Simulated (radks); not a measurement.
The numbers below are computed, except where a source is named.
Question: Successive ionisation energies (eV) of one element, from differences of total energies of ions in their ground configurations, starting at charge 22: 696.34, 1219.1, 1293.9, 1370.2, 1448.0, 1527.3, 1608.2, 1690.5, 1774.3, 1859.5, 1946.0, 2215.1, 2293.7, 2372.9, 2452.6, 2532.7, 2612.9, 2827.5, 2904.3, 6815.1, 7038.7, 7264.3. Code: a radial shooting solver on a logarithmic mesh with Libxc functionals. Model: Dirac Kohn-Sham, PBE, spin-unpolarised, spherical densities, point nucleus; open shells are shared between the two j in proportion to 2j + 1. Which element is it?

Answer: Antimony (Z = 51). The first species listed is Sb22+ in [Ar] 3d10 4s1, the last Sb43+ in [He] 2s2 2p4.
